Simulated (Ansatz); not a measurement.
Cost and result for the atomization energy of CH9BN2Si (14 atoms, 13 bonds).

```csv
atom,x (Å),y (Å),z (Å)
B1,-0.083,-0.455,-1.369
C2,0.639,-1.290,-0.342
N3,1.676,-0.932,0.399
Si4,-1.232,0.416,0.092
N5,-0.235,1.600,0.891
H6,0.474,0.549,-1.762
H7,-0.835,-1.042,-2.103
H8,0.255,-2.274,-0.071
H9,2.039,0.004,0.307
H10,1.942,-1.443,1.224
H11,-2.432,0.996,-0.586
H12,-1.752,-0.442,1.200
H13,0.083,2.375,0.327
H14,-0.539,1.938,1.791
```

Total charge 0; spin multiplicity 1. The bonds changed during the relaxation, so this is another structure than the one it started from. Geometry: relaxed with PBE0-D4/def2-TZVP. It is one conformer, not always the lowest. Program: Ansatz. All runs use 4 threads of an Arm Neoverse V1 on a shared host. Times are those of one run each, without the atoms' runs, and a repeat can differ threefold. Electronic energies, without spin–orbit coupling; frozen cores. CCSD(T)/CBS adds CCSD(T) − MP2 in def2-TZVPP to the MP2 limit, and its time is that of the two runs behind it. T1 = 0.015. B3LYP takes the VWN-RPA correlation (the form of Gaussian; ORCA's B3LYP/G).

CCSD(T)/CBS is a level of theory with its own doubt, some kJ/mol a heavy atom from the limit and from the frozen cores, so smaller differences don't rank the functionals.

| level | functions | wall time | atomization (kcal/mol) | difference from CCSD(T)/CBS | per bond |
| --- | --- | --- | --- | --- | --- |
| PBE-D4/def2-TZVPP (with forces) | 292 | 3.3 s | 1186.6 | 28.0 | 2.2 |
| PBE0-D4/def2-TZVPP | 292 | 3.8 s | 1165.5 | 6.9 | 0.5 |
| r2SCAN-D4/def2-TZVPP (with forces) | 292 | 6.5 s | 1165.3 | 6.7 | 0.5 |
| B3LYP-D4/def2-TZVPP (with forces) | 292 | 6.5 s | 1170.6 | 12.0 | 0.9 |
| B2PLYP/def2-TZVPP | 292 | 7.5 s | 1151.1 | -7.5 | -0.6 |
| ωB97X-V/def2-TZVPP | 292 | 10 s | 1167.1 | 8.5 | 0.7 |
| ωB97M-V/def2-TZVPP (with forces) | 292 | 15 s | 1168.6 | 10.0 | 0.8 |
| MP2/def2-QZVPP | 568 | 36 s | 1153.9 | -4.7 | -0.4 |
| CCSD(T)/def2-TZVPP | 292 | 4.8 min | 1126.3 | -32.3 | -2.5 |
| CCSD(T)/CBS(def2) | – | 5.4 min | 1158.6 | 0.0 | 0.0 |

From PBE to PBE0 (25 % exact exchange), in def2-TZVPP and without D4, the atomization energy moves by −20.1 kcal/mol: exact exchange takes away binding that semilocal exchange gives to molecules. In def2-TZVPP, CCSD(T) changes the Hartree–Fock value by +300.1 kcal/mol (the triples alone add +17.1 kcal/mol) and MP2 by +308.5 kcal/mol; breaking electron pairs costs correlation energy, which Hartree–Fock lacks. The D4 term adds +11.3 kcal/mol with B3LYP and +6.0 kcal/mol with PBE0; it sums over pairs of atoms, weighted by their polarisabilities, and B3LYP, whose exchange is more repulsive, gets the larger term.
